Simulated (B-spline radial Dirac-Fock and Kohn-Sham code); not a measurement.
## X-ray scattering factor of V

System: the V atom, configuration 1s2 2s2 2p6 3s2 3p6 3d3 4s2.

Input of the calculation (task.json; shells as n, l, electrons):

```json
{"items": [{
  "Z": 23,
  "q": 0,
  "cfg": [[1, 0, 2], [2, 0, 2], [2, 1, 6], [3, 0, 2], [3, 1, 6], [3, 2, 3], [4, 0, 2]],
  "A": 51,
  "rrms": 3.6002,
  "do": ["scatter"],
  "s": [0.0, 0.05, 0.1, 0.15, 0.2, 0.25, 0.3, 0.35, 0.4, 0.45, 0.5, 0.6, 0.7, 0.8, 0.9, 1.0, 1.1, 1.2, 1.4, 1.6, 1.8, 2.0, 2.5, 3.0, 3.5, 4.0, 5.0, 6.0],
  "pz": [0, 0.1, 0.2, 0.3, 0.4, 0.5, 0.6, 0.8, 1.0, 1.2, 1.4, 1.6, 1.8, 2.0, 2.5, 3.0, 4.0, 5.0, 7.0, 10.0, 15.0, 20.0, 30.0, 40.0, 60.0, 100.0],
  "hv_scatter": [1000, 2000, 5000, 8047.8, 10000, 17479.3, 20000, 30000, 50000, 100000, 200000, 500000, 1000000]
}]}
```

Launch: `python xray_run.py task.json out`

These are calculated numbers from a radial B-spline solver; the model is Dirac-Fock densities. f₀ is the Fourier transform of the spherical electron density, S the Waller-Hartree incoherent function, and s = sin θ/λ.

```
s (Å⁻¹)      f₀       S  tabulated f₀  tabulated S
      0  23.000   0.000        22.997        0.000
   0.05  22.208   1.199        22.211        1.206
    0.1  20.471   3.070        20.473        3.067
   0.15  18.654   4.530        18.660        4.510
    0.2  16.994   5.892        17.006        5.858
   0.25  15.457   7.210        15.463        7.167
    0.3  14.019   8.423        14.023        8.375
   0.35  12.701   9.515        12.707        9.466
    0.4  11.527  10.501        11.534       10.454
   0.45  10.513  11.391        10.516       11.349
    0.5   9.659  12.192         9.656       12.156
    0.6   8.372  13.540         8.367       13.514
    0.7   7.506  14.589         7.513       14.574
    0.8   6.892  15.418         6.910       15.413
    0.9   6.406  16.106         6.420       16.111
      1   5.972  16.708         5.973       16.721
    1.1   5.554  17.253         5.542       17.272
    1.2   5.140  17.752         5.120       17.774
    1.4   4.334  18.627         4.321       18.654
    1.6   3.604  19.343         3.608       19.368
    1.8   2.991  19.912         3.005       19.932
      2   2.506  20.358         2.518       20.379
    2.5   1.756  21.101         1.746       21.116
      3   1.404  21.555         1.391       21.569
    3.5   1.217  21.882         1.214       21.896
      4   1.087  22.138         1.092       22.152
      5   0.869  22.502         0.875       22.515
      6   0.677  22.721         0.674       22.732
```

Tabulated f₀: the analytical fit of Waasmaier and Kirfel, Acta Cryst. A51, 416 (1995); tabulated S: Hubbell et al., J. Phys. Chem. Ref. Data 4, 471 (1975). These are calculations too.

f₀ starts at the number of electrons, 23, and has fallen to half at s ≈ 0.40 Å⁻¹. The sum of ⟨r²⟩ over the electrons is 47.09 bohr². It fixes the forward electron scattering factor, f_e(0) = (a₀/3)Σ⟨r²⟩ = 8.306 Å.
